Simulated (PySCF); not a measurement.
Polarisability of [CuCl4]-

[CuCl4]- (charge -1 and singlet state).
Cartesian coordinates in Å at the PBE0-D3(BJ)/def2-SVP level; atoms count from 1:
```xyz
5
CuCl4 angstrom
Cu     0.0001    0.0000    0.0000
Cl     2.1966   -0.0205    0.0067
Cl     0.0204    2.1966    0.0057
Cl    -2.1966    0.0204    0.0007
Cl    -0.0205   -2.1965   -0.0132
```

Level: wB97X-D/def2-SVPD (PySCF), static field, nuclei fixed, core orbitals frozen in the response. The polarisability tensor in these axes (au):

```
x   141.65   0.00   0.10
y     0.00 141.65   0.32
z     0.10   0.32  66.68
```

Task: Give the principal values, the mean and the anisotropy Δα = √{½[(α1 − α2)² + (α2 − α3)² + (α1 − α3)²]}.

Result: Principal values 66.67, 141.65 and 141.65 au; mean 116.66 au = 17.29 Å³ = 19.23 × 10⁻⁴⁰ C²·m²/J; Δα = 74.97 au (64 % of the mean).

Task: Traceless (Buckingham) quadrupole moment about the centre of nuclear charge: eigenvalues?

Result: -7.77, -7.77, 15.55 D·Å. The values depend on the origin, since the species is charged. The electronic extent ⟨r²⟩ about the same centre is 1347 bohr², a root-mean-square distance of 1.96 Å for the 98 electrons.

Task: Sum over states: ᾱ = Σ f/ω², ω in Eh. What share falls to these 15 lowest TDDFT singlets (eV, f)? 0.94, 0.0000; 1.73, 0.0000; 1.73, 0.0000; 1.85, 0.0169; 1.85, 0.0169; 1.85, 0.0004; 2.19, 0.0000; 2.84, 0.0000; 3.07, 0.0000; 4.01, 0.0000; 4.01, 0.0000; 4.36, 0.4006; 4.36, 0.4006; 4.72, 0.0000; 5.74, 0.0000.

Result: They add up to 38.67 au, 33.2 % of the 116.66 au; the largest single term is 15.63 au, from the state at 4.36 eV. Terms in order: 0.00, 0.00, 0.00, 3.66, 3.66, 0.09, 0.00, 0.00, 0.00, 0.00, 0.00, 15.63, 15.63, 0.00, 0.00 au. Higher excitations give the rest. The strengths listed sum to 0.835.

Task: What depolarisation ratio follows for Rayleigh scattering of linearly polarised light, taking the static tensor?

Result: ρ = 3Δα²/(45ᾱ² + 4Δα²) = 16863.3/(612397 + 22484.4) = 0.0266.

Isolated species at its PBE0-D3(BJ)/def2-SVP geometry, gas phase. The geometry's basis has no diffuse functions.

These values come from a run that also computed excited states. On an x86-64 server with one thread (shared host), this took 15 s.

wB97X-D is run here without its empirical dispersion term; that term would change no orbital, density or response property at a fixed geometry.
